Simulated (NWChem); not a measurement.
# InH3S; SMILES [SH][InH2]

Computed with NWChem. All runs use the structure optimised with PBE0/def2-SVP. No frequency run checked for a minimum. def2 effective core potentials on In; no spin-orbit coupling. Ions are spin-unrestricted doublets at the neutral geometry; other ion states weren't tried.

Task: Estimate the computed values for PBE/def2-SVP. Quantities: −ε(HOMO) (eV).

Result: The −ε(HOMO) (eV) is 6.10.
